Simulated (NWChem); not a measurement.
## Total energies of HO3S

```xyz
5

O     -0.3690     1.4358     0.1278
S     -0.1546     0.0109    -0.2681
O     -0.9912    -1.1073     0.2360
O      1.4266    -0.4045     0.1582
H      1.9414     0.4330     0.1137
```
Charge 0, spin multiplicity 2.

All runs are NWChem calculations. The geometry was optimised at UPBE/def2-SVP, a minimum by its harmonic frequencies. It is one conformer; others weren't searched.

Basis set: def2-SVP (65 functions).

| method | total energy (Ha) | relative cost |
|---|---|---|
| UHF | -622.24538 | 1 |
| UMP2 | -622.94666 | under 3 |
| UB2PLYP | -623.72424 | under 3 |
| UPBE | -623.68003 | under 3 |
| UB3LYP | -624.06598 | under 3 |
| UM06-2X | -623.93752 | under 3 |

Total energies of different functionals aren't comparable as a measure of quality: only differences taken within one method are. The cost column gives rough processor time relative to UHF; each entry includes its own SCF.

The correlated methods keep 8 core orbitals frozen. B3LYP has NWChem's definition, with VWN1-RPA local correlation. The structure started from a generated list of species. The stability of the SCF solutions was not checked. Open-shell Hartree-Fock references start from PBE0 orbitals; any time given for them includes that run.
